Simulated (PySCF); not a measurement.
A small calculation by hand: refractive index and permittivity of the vapour

C2H6BO3, SMILES COB([O])OC, multiplicity 2.

Geometry optimised at PBE0-D3(BJ)/def2-SVP. The isomer is the one that the SMILES or the coordinates give; other isomers of the formula were not compared. One conformer was computed; it need not be the lowest.

PBE/def2-TZVP (PySCF) gives a mean static polarisability of 52.8 bohr³ and a dipole moment of 2.40 D. Take an ideal gas at 298.15 K and 0.1 bar, whether or not the substance is that volatile.

Problem. Work out n − 1 in the optical limit and the static ε − 1.

Solution. 
Polarisability volume α' = 52.8 × 0.148185 = 7.82 Å³. Number density N = p/kT = 2.43e-6 Å⁻³.
Dilute limit of Lorentz–Lorenz: n − 1 = 2π N α' = 0.00012.
Orientation term of Debye: μ²/(3kT) = 8.098 Å³ × μ²(D²) = 46.64 Å³.
ε − 1 = 4π N (α' + μ²/3kT) = 0.0017. Orientation of the dipole supplies 86 % of the static response; it can't follow optical fields. Vibrational polarisation and dispersion are left out.
